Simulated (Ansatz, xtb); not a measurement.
Two structures of C2H3OZn

We compare a, the doublet with the links of `C=C[O][Zn]`, with b, a doublet given by its coordinates. Both are isolated molecules in the gas phase, relaxed with PBE0-D3(BJ)/pcseg-1; the shapes shown needn't be the lowest conformers.

a (Å):

```xyz
7

C    -0.2223   -0.3083    0.0368
C    -1.4430   -0.0397   -0.4451
O    -2.6067   -0.5962   -0.1254
Zn   -2.7337   -1.9667    1.1610
H    -0.0592   -1.0733    0.8006
H     0.6469    0.2352   -0.3245
H    -1.5573    0.7380   -1.2118
```

b (Å):

```xyz
7

C    -0.8460   -0.9733    1.3719
C    -0.9107   -1.2613   -0.1017
O     0.0475   -1.4118   -0.8009
Zn   -2.9734   -1.4063   -0.9855
H    -1.3874   -1.7610    1.9111
H     0.1931   -0.9161    1.7201
H    -1.3697   -0.0301    1.5727
```

Close contacts (Å): C1–C2 1.50, C2–O3 1.20, C2–Zn4 2.25, C1–H5 1.10, C1–H6 1.10, C1–H7 1.10.

Estimate E(b) − E(a) at the level CCSD(T)/def2-SVP + ΔMP2/def2-TZVPP.

Calculated at CCSD(T)/def2-SVP + ΔMP2/def2-TZVPP: E(b) − E(a) = +2.4 kcal/mol, so structure a lies lower.

Level by level:

```csv
level,geometry,E(b) − E(a) (kcal/mol),departure from the last row (kcal/mol),"job, with rough time for the two"
PBE0-D3(BJ)/pcseg-1,PBE0-D3(BJ)/pcseg-1,+0.1,−2.3,"optimisation, 1.9 min"
HF/def2-SVP,PBE0-D3(BJ)/pcseg-1,+9.4,+7.0,part of the CCSD(T) run
MP2/def2-SVP,PBE0-D3(BJ)/pcseg-1,+6.3,+3.9,part of the CCSD(T) run
CCSD(T)/def2-SVP,PBE0-D3(BJ)/pcseg-1,+2.5,+0.1,single point
CCSD(T)/def2-SVP + ΔMP2/def2-TZVPP,PBE0-D3(BJ)/pcseg-1,+2.4,,"single point, 68 s"
```

PBE0-D3(BJ)/pcseg-1 finds them nearly level. The largest departure from CCSD(T)/def2-SVP + ΔMP2/def2-TZVPP is that of HF/def2-SVP, 7.0 kcal/mol. Levels run at GFN2-xTB geometries aren't shown. The last row adds to CCSD(T) the change of the MP2 difference between the two basis sets, here −0.1 kcal/mol.

With harmonic frequencies from PBE0-D3(BJ)/pcseg-1 (ideal gas, rigid rotor, one conformer each, 298.15 K, 1 atm): the zero-point term adds −0.4 kcal/mol; ΔH is +2.3 and ΔG +1.6 kcal/mol.

Open shells are spin-unrestricted. The correlated steps freeze 8 core orbitals; the last core shell of Zn is correlated, in a basis made for valence electrons. Run with Ansatz 0.2.0; the last row on 2 threads of Arm Neoverse V2 on a shared host.
